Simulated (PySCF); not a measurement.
## A series of derivatives of [SiH3]O[SiH2][SiH3]

Parent skeleton `[SiH3:1][O:2][SiH2:3][SiH3:4]`; one hydrogen on atom 1 is replaced by X. Hydrogens on one atom are averaged.

- GIAO PBE0/pcSseg-1 shieldings
- geometry from PBE0-D3(BJ)/def2-SVP
- code: PySCF 2.14.0 with density-fitted response routines
- no relativistic terms, in vacuum, one computed conformer, equivalent nuclei averaged

δ = σ(ref) − σ, references computed at the same level: TMS for ²⁹Si (351.99 ppm) and ¹H (31.27 ppm); ¹⁷O (334.56 ppm) against H2O.

Parent (X = H): Si1 -35.8, O2 -6.7, Si3 -20.2, Si4 -110.1, H(Si1) 4.95, H(Si3) 5.46, H(Si4) 3.56 ppm. Effects are Δδ = δ(X) − δ(H), positive for deshielding.

Q: Give Δδ (ppm) for X = PH2, N-pyrrolyl, cBu, iPr, N(SiH3)2, SCH3.

A: 
```csv
X,SMILES,Si1,O2,Si3,Si4,H(Si1),H(Si3),H(Si4)
PH2,[SiH3][SiH2]O[SiH2]P,+27.2,+12.5,+0.0,+2.9,+0.63,-0.10,+0.03
N-pyrrolyl,[SiH3][SiH2]O[SiH2]n1cccc1,+3.0,+46.1,-1.1,+2.5,+0.28,-0.15,-0.76
cBu,[SiH3][SiH2]O[SiH2]C1CCC1,+27.0,+20.8,-2.7,+0.8,-0.16,-0.06,+0.00
iPr,CC(C)[SiH2]O[SiH2][SiH3],+28.9,+16.9,-4.0,+2.2,-0.28,+0.01,-0.08
N(SiH3)2,[SiH3][SiH2]O[SiH2]N([SiH3])[SiH3],+6.0,+45.0,-6.8,+5.5,-0.04,+0.00,+0.01
SCH3,CS[SiH2]O[SiH2][SiH3],+27.0,+37.5,-2.7,+8.7,+0.30,-0.11,+0.06
```

Q: Which position responds most, and to which substituents?

A: O2: from +12.5 ppm with PH2 to +46.1 ppm with N-pyrrolyl.

Experimental scales use liquid or dissolved standards, which lie at an offset from isolated H2O (liquid H2O: subtract about 36 ppm).
